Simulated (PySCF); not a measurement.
# Indium: a sound run and one with changed settings

Sound run: In [Kr] 4d10 5s2 5p1, In⁺ [Kr] 4d10 5s2. Calculation: PySCF 2.14, in def2-SVP with the def2 core potential (28 electrons) (4s4p2d, 26 functions); a scalar-relativistic core potential. The sound run starts from symmetry-adapted Hartree-Fock orbitals and uses a fine grid where one is needed.

Changed run: radial step 0.3 in ln r (0.13 in the sound run). This setting is unsound on purpose.

| species | method | sound run (hartree) | changed run (hartree) | converged |
| --- | --- | --- | --- | --- |
| In | UHF | -189.20634 | -189.20634 | yes |
| In | BP86 | -190.22665 | -190.22801 | yes |
| In | PBE0 | -190.10951 | -190.11161 | yes |
| In⁺ | UHF | -189.01529 | -189.01529 | yes |
| In⁺ | BP86 | -190.01670 | -190.01803 | yes |
| In⁺ | PBE0 | -189.90334 | -189.90540 | yes |

Ionisation energy of In:

| method | sound run (eV) | changed run (eV) |
| --- | --- | --- |
| UHF | 5.199 | 5.199 |
| BP86 | 5.713 | 5.714 |
| PBE0 | 5.610 | 5.611 |

A coarse radial grid mis-integrates the density and the exchange-correlation energy, with errors of either sign; Hartree-Fock needs no grid.

For comparison, NIST gives 5.786 eV between the lowest levels.
